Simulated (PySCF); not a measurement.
Species: C5H7Si (doublet state).
Structure used (GFN2-xTB), in Å, numbered top down from 1:
```xyz
13
C5H7Si angstrom
C      2.2446    0.5324    0.3916
Si     0.8001    0.1291   -0.6612
C     -0.1678   -1.3980   -0.0740
C     -1.3969   -1.0364    0.3042
C     -1.7130    0.3787    0.1961
C     -0.7418    1.1693   -0.2689
H      3.2205    0.7190   -0.0177
H      2.1779    0.5990    1.4633
H      1.0935    0.0855   -2.0967
H      0.1811   -2.4157   -0.0277
H     -2.1469   -1.7253    0.6710
H     -2.6956    0.7290    0.4841
H     -0.8601    2.2339   -0.3817
```

The hyperfine couplings belong to this conformer and change with its torsions.

The species is `C1=C[SiH]([CH2])C=C1` [radical].

Level of theory: UKS B3LYP, pcH-1 on C H Si, non-relativistic, mean-field spin-orbit, GIAO in PySCF. Geometry: GFN2-xTB, one conformer, isolated molecule. The geometry wasn't refined by DFT: couplings that depend on bond lengths, twists or pyramidal angles can differ widely from those at the functional's own minimum. No stability test was run, so a lower SCF solution isn't excluded.

Q: Where do the isotropic ENDOR lines of C1, C3/C6, C4/C5, H7/H8, H11/H12, H9, H10/H13 and Si2 fall at 3347.3 mT, to first order?

A: For S = 1/2 in fast tumbling each set of equivalent nuclei gives two lines, ν± = |νn ± a/2| to first order, with νn = g_N μN B/h and μN/h = 7.62259 MHz/T.

| nuclei | isotope | g_N | νn (MHz) | a_iso (MHz) | lower line (MHz) | upper line (MHz) |
| --- | --- | --- | --- | --- | --- | --- |
| C1 | 13C | 1.4048 | 35.84 | 79.13 | 3.72 | 75.41 |
| C3/C6 | 13C | 1.4048 | 35.84 | 32.00 | 19.85 | 51.84 |
| C4/C5 | 13C | 1.4048 | 35.84 | -1.12 | 35.29 | 36.40 |
| H7/H8 | 1H | 5.5857 | 142.52 | -57.17 | 113.93 | 171.10 |
| H11/H12 | 1H | 5.5857 | 142.52 | 4.85 | 140.10 | 144.94 |
| H9 | 1H | 5.5857 | 142.52 | -3.10 | 140.97 | 144.07 |
| H10/H13 | 1H | 5.5857 | 142.52 | -1.78 | 141.63 | 143.41 |
| Si2 | 29Si | -1.1106 | 28.34 | 47.90 | 4.39 | 52.29 |

The rows for 13C and 29Si, of low natural abundance, apply to labelled samples.

Q: Which pairs are centred on the nuclear Larmor frequency, and which on half the coupling?

A: Centred on νn, since |a| < 2νn: C3/C6, C4/C5, H7/H8, H11/H12, H9, H10/H13 and Si2. Centred on |a|/2 and split by 2νn: C1.

Means are taken over nuclei equivalent by connectivity, which assumes that they swap fast.
